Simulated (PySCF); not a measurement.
**ORD: `[H]/N=C1/C[C@@H]([SeH])[C@H]1C`, C$_{5}$H$_{9}$NSe**

Cartesian coordinates in Å; atom numbers follow the order of the lines, from 1:
```xyz
16

C    -0.970    1.426   -0.436
C    -0.331    0.486    0.575
C    -0.773   -0.962    0.422
N    -1.802   -1.632    0.644
C     0.567   -1.392   -0.097
C     1.100    0.008    0.251
Se    2.058    0.985   -1.187
H    -2.021    1.581   -0.201
H    -0.464    2.392   -0.422
H    -0.897    1.010   -1.440
H    -0.448    0.892    1.584
H    -2.594   -1.112    1.017
H     1.026   -2.234    0.417
H     0.546   -1.609   -1.165
H     1.761    0.018    1.119
H     3.233    0.152   -1.091
```

Theory: PySCF, TDDFT BHandHLYP/aug-cc-pVDZ circular dichroism and optical rotation, one conformer, gas phase. Geometry: GFN2-xTB.

The molecule is flexible and this is one conformer; a measurement averages over conformers. The calculation is non-relativistic, which matters for the atoms heavier than Zn.

Stereocentres: C2 S, C6 R.

(1) Give the optical rotatory dispersion at 633, 589.3, 546, 436, 405, 365, 355 nm.

(2) And for the mirror image at 589.3 nm?

(3) What is the molar rotation [Φ] = [α]·M/100 of the geometry above at 589.3 nm?

## Answers

(1) [α] in deg dm⁻¹ (g/mL)⁻¹:
| λ (nm) | origin-invariant length gauge | modified velocity gauge | length gauge (centre of mass) | isotropic polarisability (au) |
| --- | --- | --- | --- | --- |
| 633 | -83.8 | -86.3 | -83.5 | 95.2 |
| 589.3 | -98.2 | -101.1 | -97.9 | 95.6 |
| 546 | -116.7 | -120.1 | -116.3 | 96.1 |
| 436 | -200.0 | -205.7 | -199.4 | 98.3 |
| 405 | -242.4 | -249.2 | -241.6 | 99.3 |
| 365 | -325.2 | -333.9 | -324.1 | 101.1 |
| 355 | -354.1 | -363.3 | -352.9 | 101.7 |

(2) +98.2 deg dm⁻¹ (g/mL)⁻¹ (origin-invariant length gauge): the same size and the opposite sign.

(3) With M = 162.10 g/mol, -159.1 deg cm² dmol⁻¹ (origin-invariant length gauge).

The first excitation lies at 5.02 eV (247 nm) with R = -2.8 × 10⁻⁴⁰ esu² cm² (velocity form).
